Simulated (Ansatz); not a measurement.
Input for Ansatz (a first-principles code): U-CCSD(T)/def2-SVP on H3In (SMILES [InH3]), a point of a bond scan (R = 2.596 Å). Elements past Kr take the def2 small-core potentials; no spin–orbit coupling. The run froze 9 orbitals, filled d shells among them.

Ansatz 0.2 input:
```yaml
crystal:
  periodic: [false, false, false]
  atoms:
    - {symbol: In, position_ang: [-0.00000000, 0.00000000, 0.00000000]}
    - {symbol: H, position_ang: [1.02997290, -0.71156780, 2.27403310]}
    - {symbol: H, position_ang: [-0.39135161, 1.66043977, -0.29090875]}
    - {symbol: H, position_ang: [-0.29529699, -1.18606124, -1.22511332]}
basis:
  gaussian:
    orbitals: def2-SVP
correlation: {method: ccsd_t, electrons: outside_noble_gas}
scf: {omitted_lower_state_checks: [cluster_reference]}
magnetization: {spin_polarized: true, initial_magnetization: 0}
```

Program output:

```
WARN ansatz: RAYON_NUM_THREADS=1 ignored (pool sized by the plan → 1); use --threads N
Functional definition: HF
these checks for a lower state are left out or cut short: cluster_reference
integrals: 0.02 GiB planned
492 factors; integrals over basis functions are off by at most 5.5e-4 eV
mean field: 0.09 GiB planned
mean field evaluation 1: about -5192.2836 eV, gradient 6.9e0 eV
mean field evaluation 2: about -5192.3003 eV, gradient 6.9e0 eV
mean field evaluation 4: about -5192.9065 eV, gradient 6.8e-1 eV
mean field evaluation 8: about -5192.9114 eV, gradient 3.5e-4 eV
mean field evaluation 16: about -5193.0556 eV, gradient 1.5e-3 eV
mean field evaluation 32: about -5190.1552 eV, gradient 9.7e0 eV
mean field -5193.05562097 eV, -190.8412740912 hartree, gradient 7.6e-6 eV, S^2 0.412441; 5 other end points of the search recorded, 0 dependent functions left out
9 core orbitals not correlated
reference -5193.05562097 eV, -190.8412740912 hartree; 3, 3 occupied and 29, 29 virtual orbitals, 492 factors
second order -1.68088535 eV of doubles, -0.00000000 eV of singles
coupled cluster: 0.08 GiB planned
cycle   1  -2.08876899 eV  change   -4.1e-1 eV  update   7.1e-2
cycle   2  -2.34676767 eV  change   -2.6e-1 eV  update   5.0e-2
cycle   3  -2.52092636 eV  change   -1.7e-1 eV  update   3.8e-2
cycle   4  -2.62478059 eV  change   -1.0e-1 eV  update   2.1e-2
cycle   5  -2.64632633 eV  change   -2.2e-2 eV  update   8.5e-3
cycle   6  -2.65463320 eV  change   -8.3e-3 eV  update   2.2e-3
cycle   7  -2.65443333 eV  change    2.0e-4 eV  update   9.3e-4
cycle   8  -2.65449947 eV  change   -6.6e-5 eV  update   3.3e-4
cycle   9  -2.65440126 eV  change    9.8e-5 eV  update   1.1e-4
cycle  10  -2.65444898 eV  change   -4.8e-5 eV  update   4.4e-5
cycle  11  -2.65447482 eV  change   -2.6e-5 eV  update   1.8e-5
cycle  12  -2.65447199 eV  change    2.8e-6 eV  update   6.1e-6
cycle  13  -2.65446520 eV  change    6.8e-6 eV  update   2.1e-6
cycle  14  -2.65446472 eV  change    4.8e-7 eV  update   7.6e-7
coupled cluster: 0.08 GiB planned
perturbative correction -0.05851472 eV, -0.0021503762 hartree
Total energy: -5195.76860041 eV, -190.9409742467 hartree
Checks for a lower state left out: cluster_reference
```

Self-consistency was reached. Its determinant has ⟨S²⟩ = 0.41, a mixture of spin states.

Cost: around 1.0 core-seconds (rough).
